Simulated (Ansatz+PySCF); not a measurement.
The numbers below are computed, except where a source is named.
## Several solutions for singlet BeO

| atom | x (Å) | y (Å) | z (Å) |
| --- | --- | --- | --- |
| Be | 0.0000 | 0.0000 | -1.2492 |
| O | 0.0000 | 0.0000 | 0.6246 |

Basis set: STO-3G (spherical functions). Charge 0, multiplicity 1.

PBE0 (unrestricted) was run from several starts with Ansatz (development build ahead of 0.2.0) and PySCF 2.14.0.

```json
{"run": "A", "program": "Ansatz", "start": "search for the lowest state", "converged": "yes", "energy (hartree)": "-88.48272", "<S²>": "1.04"}
{"run": "B", "program": "Ansatz", "start": "atomic start, no search", "converged": "yes", "energy (hartree)": "-88.42261", "<S²>": "0.00"}
{"run": "C", "program": "Ansatz", "start": "stability test followed", "converged": "yes", "energy (hartree)": "-88.48272", "<S²>": "1.04"}
{"run": "D", "program": "PySCF", "start": "program defaults", "converged": "yes", "energy (hartree)": "-88.42260", "<S²>": "0.00"}
```

Task: Which runs reached the lowest solution of this kind, and what is wrong with the others?

Result: A, C reached the lowest solution found. Converged but too high: B by 1.64 eV, D by 1.64 eV. Convergence only shows a stationary point, and even a stable one can lie too high; stability tests and further starts are what find lower ones. Caution: another spin multiplicity may lie lower. Caution: the unrestricted determinant is a mixture of spin states.
